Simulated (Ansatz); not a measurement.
CH7NSi2, SMILES `C1[SiH2]N[SiH2]1`, charge 0, multiplicity 1.

Task: Give a relaxed structure at PBE0-D4/def2-TZVP (the Gaussian-basis code of Ansatz). (Best estimate.)

Result: Computed: 
```xyz
11

C     0.6368   -0.2275    1.0013
Si   -0.1515    1.2756    0.1808
N    -0.7019    0.2507   -1.1034
Si   -0.0280   -1.2115   -0.4628
H     0.2156   -0.4989    1.9694
H     1.7235   -0.1939    1.0800
H     0.7974    2.3455   -0.2398
H    -1.2376    1.9342    0.9609
H    -1.2307    0.4398   -1.9357
H     1.0057   -1.8509   -1.3257
H    -1.0293   -2.2630   -0.1251
```
Point group C2v.
This is one stationary point; other conformers may exist.
